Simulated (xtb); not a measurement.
xtb input (GFN-FF):

```bash
xtb mol.xyz --gfnff --opt tight --chrg 0 --uhf 0
```
mol.xyz:
```
2

Ge    -0.00000000    -0.00000000    -1.46005187
Te     0.00000000     0.00000000     0.89849346
```

End of the output:

```
         :::::::::::::::::::::::::::::::::::::::::::::::::::::
         ::                     SUMMARY                     ::
         :::::::::::::::::::::::::::::::::::::::::::::::::::::
         :: total energy              -0.073615099906 Eh    ::
         :: gradient norm              0.000354785337 Eh/a0 ::
         ::.................................................::
         :: bond energy               -0.078184255468 Eh    ::
         :: angle energy               0.000000000000 Eh    ::
         :: torsion energy             0.000000000000 Eh    ::
         :: repulsion energy           0.012693609767 Eh    ::
         :: electrostat energy        -0.007371580633 Eh    ::
         :: dispersion energy         -0.000752873572 Eh    ::
         :: HB energy                  0.000000000000 Eh    ::
         :: XB energy                  0.000000000000 Eh    ::
         :: bonded atm energy          0.000000000000 Eh    ::
         :: external energy            0.000000000000 Eh    ::
         :: add. restraining           0.000000000000 Eh    ::
         :: total charge               0.000000000000 e     ::
         :::::::::::::::::::::::::::::::::::::::::::::::::::::

           -------------------------------------------------
          |                Property Printout                |
           -------------------------------------------------

molecular dipole:
                 x           y           z       tot (Debye)
 q only:        0.000       0.000      -0.701       1.783
           -------------------------------------------------
          |                Geometry Summary                 |
           -------------------------------------------------

      molecular mass/u    :      200.2306766
   center of mass at/Å    :        0.0000000       0.0000000       0.0570879
  moments of inertia/u·Å² :        0.0000000E+00   0.2803533E+03   0.2803533E+03
rotational constants/cm⁻¹ :             Infinity   0.6012996E-01   0.6012996E-01

 * 1 selected distances

     #   Z          #   Z                                           value/Å
     0   0          0   0                                         0.0000000 (max)

 * 0 distinct bonds (by element types)

   Z      Z             #   av. dist./Å        max./Å        min./Å

optimized geometry written to: xtbopt.xyz

           -------------------------------------------------
          | TOTAL ENERGY               -0.073615099906 Eh   |
          | GRADIENT NORM               0.000354785337 Eh/α |
           -------------------------------------------------
########################################################################
[WARNING] Runtime exception occurred
-1- gfnff_setup: Could not read topology file.
########################################################################

------------------------------------------------------------------------
------------------------------------------------------------------------
 total:
 SCF:
 ANC optimizer:
```
